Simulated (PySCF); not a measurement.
# Correlation energy of Sc (scandium, neutral)

[Ar] 3d1 4s2, 2D determinant. Calculation: PySCF 2.14, in def2-QZVPPD (11s6p5d3f2g, 93 functions); the non-relativistic Hamiltonian (point nucleus). Frozen: [Ar]; 3 electrons correlated.

MP2 pair energies summed by pair of shells (mhartree):

```tsv
pair	energy	share (%)
4s-4s	-21.36	71.7
3d-4s	-8.43	28.3
```

Total MP2 correlation energy: -29.79 mhartree.

Same-spin part -3.16 and opposite-spin part -26.62 mhartree; SCS-MP2 scales them by 1/3 and 6/5 to -33.00 mhartree.
